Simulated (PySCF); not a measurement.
C₂H₂BN, SMILES `N=BC#C`, neutral singlet in the gas phase. 

Cartesian coordinates (Å):
```xyz
6

C      1.9225    -0.2505    -0.2852
C      0.7296    -0.0955    -0.2243
B     -0.7321     0.0951    -0.1499
N     -1.9571     0.2551    -0.0876
H      2.9759    -0.3868    -0.3390
H     -2.9389     0.3826    -0.0374
```
Charge 0, spin multiplicity 1.

All levels are single points at this geometry (B3LYP-D3(BJ)/def2-TZVP); Pople sets use spherical d functions. Orbital energies aren't observables, and empty levels follow the basis.

```
level                            HOMO (eV)  LUMO (eV)  gap (eV)  dipole (D)  vertical IE, Delta-SCF (eV)
-------------------------------  ---------  ---------  --------  ----------  ---------------------------
B3LYP-D3(BJ)/def2-TZVP in PySCF      -7.87      -1.01      6.86        0.78                        10.31
PBE-D3(BJ)/def2-TZVP in PySCF        -6.89      -1.73      5.15        0.58                        10.19
B3LYP/6-311+G** in PySCF             -7.91      -1.08      6.83        0.82                            –
B3LYP/6-31G* in PySCF                -7.41      -0.45      6.96        0.57                        10.01
BP86/6-31G* in PySCF                 -6.53      -1.33      5.21        0.40                            –
M06-2X/6-31G* in PySCF               -9.03       0.66      9.69        0.65                            –
HF/3-21G in PySCF                   -10.69       3.66     14.35        0.90                            –
HF/6-31G* in PySCF                  -10.65       3.51     14.16        1.19                            –
HF/STO-3G in PySCF                   -8.72       7.77     16.49        0.19                            –
```
